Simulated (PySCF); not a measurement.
## Polarisability and C₆ of Co (cobalt, neutral)

[Ar] 3d7 4s2, high-spin 4F determinant. All numbers are calculated (PySCF 2.14, no relativity, point nucleus, in def2-QZVPPD). Coupled (time-dependent) response in atomic units; α is the mean over directions.

```
method  mean α (bohr³)  C₆ (like pair)  S(−4)
   UHF           73.67           680.6   3702
   PBE           55.46           473.2   1636
```

S(−4) is the Cauchy moment in α(ω) = α(0) + S(−4) ω² + …

Reference α: 55 ± 4 bohr³ (recommended; Schwerdtfeger and Nagle, table of static dipole polarizabilities (2023 update)). Published C₆: 408.0 (Chu and Dalgarno (2004); Tang, Norbeck and Certain (1976)).

Hartree-Fock lies above the reference because it lacks correlation, which contracts the outer shell.

α(iu) at PBE:

```json
{"u (hartree)": "0", "α(iu) (bohr³)": "55.46"}
{"u (hartree)": "0.0500", "α(iu) (bohr³)": "51.70"}
{"u (hartree)": "0.100", "α(iu) (bohr³)": "43.31"}
{"u (hartree)": "0.200", "α(iu) (bohr³)": "27.37"}
{"u (hartree)": "0.300", "α(iu) (bohr³)": "17.87"}
{"u (hartree)": "0.500", "α(iu) (bohr³)": "9.427"}
{"u (hartree)": "0.750", "α(iu) (bohr³)": "5.524"}
{"u (hartree)": "1.00", "α(iu) (bohr³)": "3.783"}
{"u (hartree)": "1.50", "α(iu) (bohr³)": "2.227"}
{"u (hartree)": "2.00", "α(iu) (bohr³)": "1.526"}
{"u (hartree)": "3.00", "α(iu) (bohr³)": "0.8777"}
{"u (hartree)": "5.00", "α(iu) (bohr³)": "0.4136"}
```

A single London oscillator, α(iu) = α/(1 + u²/ω²), gives C₆ = (3/4) ω α². Matching the computed C₆ needs ω = 4 × 473.2 / (3 × 55.46²) = 0.205 hartree.
